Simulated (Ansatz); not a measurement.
Mulliken charges of CH4F2OSi, SMILES `OC(F)(F)[SiH3]` from PBE/def2-TZVPP in Ansatz (PBE0-D4/def2-TZVP geometry).

| atom | x (Å) | y (Å) | z (Å) | charge (e) |
| --- | --- | --- | --- | --- |
| O1 | 0.387 | 1.583 | -0.083 | -0.247 |
| C2 | 0.218 | 0.334 | -0.571 | 0.300 |
| F3 | 1.384 | -0.110 | -1.137 | -0.163 |
| F4 | -0.674 | 0.355 | -1.611 | -0.163 |
| Si5 | -0.374 | -0.877 | 0.807 | 0.179 |
| H6 | 0.683 | 2.163 | -0.800 | 0.194 |
| H7 | -0.528 | -2.209 | 0.178 | -0.032 |
| H8 | -1.667 | -0.381 | 1.330 | -0.035 |
| H9 | 0.659 | -0.904 | 1.868 | -0.035 |

Q: By hand: the dipole of these point charges (1 e Å = 4.8032 D).

A: Σ q r = (-0.028, 0.048, 0.169) e Å, of length 0.178 e Å = 0.85 D.

Q: How does the dipole of the full density compare? (Best estimate.)

A: Ansatz gave: (-0.002, 0.101, 0.109) e Å, 0.71 D; the point charges give 1.20 times that, at 28° from its direction.

Point charges leave out the atoms' own dipoles, such as those of lone pairs, and Mulliken's split depends on the basis, so the two needn't agree.
